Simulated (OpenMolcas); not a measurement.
# Ar²⁺: effect of the active space

| Property | Result |
| --- | --- |
| Program | OpenMolcas 26.06 |
| Method | SS-CASPT2, IPEA 0.25 Eh, imaginary shift 0.1 Eh |
| Basis | ANO-RCC-VDZP |
| Scalar Hamiltonian | DKH2, point nucleus |
| Spin-orbit coupling | state interaction with AMFI integrals over the reference wave functions, term energies averaged over their components |

A. 4 electrons in 3 orbitals (3p); 2S+1 = 3 even, 3 roots; 2S+1 = 1 even, 6 roots; closed shells correlated: 2s 2p 3s; CASPT2 step of the order of 0.5 core-seconds
B. 6 electrons in 4 orbitals (3s 3p); 2S+1 = 3 even, 3 roots; 2S+1 = 1 even, 6 roots; 2S+1 = 3 odd, 3 roots; 2S+1 = 1 odd, 3 roots; closed shells correlated: 2s 2p; CASPT2 step roughly 1.2 core-seconds

Energies in cm⁻¹ above 3s² 3p⁴ ³P₂, the measured ground level; measured values from Saloman, J. Phys. Chem. Ref. Data 39, 033101 (2010).

| Level | A | B | Measured |
| --- | --- | --- | --- |
| 3s² 3p⁴ ³P₂ | 0.0 | 0.0 | 0.0 |
| 3s² 3p⁴ ³P₁ | 1079 | 1079 | 1112 |
| 3s² 3p⁴ ³P₀ | 1538 | 1536 | 1570 |
| 3s² 3p⁴ ¹D₂ | 15490 | 15530 | 14010 |
| 3s² 3p⁴ ¹S₀ | 35530 | 33520 | 33266 |

Deviations, from unrounded energies. A percentage is the sum of absolute deviations over the sum of measured energies, with the sign that they share, or ± where signs differ.

```csv
Against measurement,Levels,A,B
mean absolute deviation (cm-1),4,950,460
fine structure of the ground term (%),2,-2.4,-2.5
other terms of the ground configuration (%),2,+7.9,+3.7
```

B lies closest to measurement on these levels. The largest miss of B in the table is 3s² 3p⁴ ¹D₂, by +1500 cm-1. The ranking rests on the paired levels alone, and a cruder setting can come out closer through cancelling errors.

Between A and B the level of the table that moves most is 3s² 3p⁴ ¹S₀, by 2000 cm-1 (lowest in B, highest in A). Moves below CASPT2's spread within the term are not significant.

Term energies are means over components that CASPT2 splits; among the terms shown or strongly mixed into the levels shown the widest spread is 150 cm-1 (3s² 3p⁴ ¹D, A). Over all roots computed the reference weight is 0.88 to 0.97 in B; the roots of lowest weight are the least certain, and an intruder state may touch them. With the s shell closed, the reference lacks s² → p² mixing (holds for A). Measured partners are found by configuration, term and J. A level has none where our copy of the source lacks it or the pairing is in doubt (some pairs that miss far off the trend of their configuration count as doubtful), and it then counts in no deviation. Only configurations of the active space appear. The table leaves out levels that lie high or whose names do not pair safely across all columns.
